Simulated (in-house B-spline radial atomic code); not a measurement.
Sr2+: [Ar] 3d10 4s1 4p6 (5f7/2)1 (an excited or competing configuration)

Level of theory: Dirac-Hartree-Fock, average of the jj configuration, Fermi nucleus of rms radius 4.224 fm; calculated with a B-spline radial code for spherical atoms.

Screening seen three ways: the hydrogenic charge with the same mean radius, Z_r = [3n² - l(l+1)]/(2<r>), the one with the same energy, Z_e = n√(-2ε), and Slater's rules. Values are occupation-weighted means over j. An effective charge above Z reflects the relativistic contraction of the inner shells.

```tsv
shell	electrons	ε (eV)	<r> (bohr)	Z_r	Z_e	Slater
1s	2	-16237	0.03915	38.32	34.55	37.70
2s	2	-2290.8	0.1717	34.94	25.95	33.85
2p	6	-2033.6	0.1503	33.27	24.45	33.85
3s	2	-407.53	0.4892	27.60	16.42	26.75
3p	6	-322.16	0.4951	25.25	14.60	26.75
3d	10	-180.09	0.4952	21.20	10.91	16.85
4s	1	-79.138	1.33	18.05	9.65	10.60
4p	6	-53.028	1.501	15.32	7.90	10.60
5f	1	-5.0115	10.1	3.12	3.03	3.00
```

The least bound orbital is 5f7/2 at -5.011 eV, and it is also the most diffuse (<r> = 10.1 bohr). The part-filled 4s shell lies below the filled 4p shell in orbital energy.

For the 1s electron the small component carries 1.91 % of the norm, the zero-frequency Breit interaction raises the level by 28.08 eV, self-energy by 15.05 eV, and vacuum polarisation lowers it by 1.622 eV.
